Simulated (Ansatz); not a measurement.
**Worked example: CuBr + BH2(NH2) → CuNH2 + BH2Br**

Gas-phase species: CuBr (copper(i) bromide), singlet; BH2(NH2), singlet; CuNH2 `[NH2][Cu]`, singlet; BH2Br `BBr`, singlet. The partners trade Br for NH2: Cu–Br and B–NH2 bonds give way to Cu–NH2 and B–Br.

Shapes, held fixed at every level: PBE0-D4/def2-TZVP. Programs: Ansatz 0.2.0. The zero-point and thermal change to 298 K, harmonic and unscaled (PBE0-D4/def2-TZVP), is -9.9 kJ/mol.

At wB97M-V/def2-TZVPP; 1 Eh = 2625.50 kJ/mol:

| species | energy (Eh) |
| --- | --- |
| CuBr | -4214.489403 |
| BH2(NH2) | -82.025385 |
| CuNH2 | -1696.364209 |
| BH2Br | -2600.058898 |

Q: Work out ΔH(298 K) of the reaction at this level.

A: 
1. Products less reactants: (-1696.364209) + (-2600.058898) − [(-4214.489403) + (-82.025385)] = 0.091681 Eh = +240.7 kJ/mol.
2. With the thermal change: +240.7 + (-9.9) = +230.8 kJ/mol.

Other levels give +197.3 (PBE-D4/def2-TZVPP) to +251.8 kJ/mol (BHLYP-D4/def2-TZVPP). No measured value is set beside it here. Relativity is left out for Br, Cu.
